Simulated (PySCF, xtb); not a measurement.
C2H5BF2O, SMILES CCOB(F)F.

xtb with GFN2-xTB at its own geometry gives an orbital gap of 7.47 eV and a dipole moment of 3.38 D.

Geometry: ωB97X-D3(BJ)/def2-SVP. One conformer was computed; it need not be the lowest.

Q: What does r2SCAN/def2-TZVP (PySCF) give? (An estimate is asked for; the answer gives what the named calculation found.)

A: gap 8.72 eV (levels -8.06 and 0.66 eV), dipole 2.42 D.
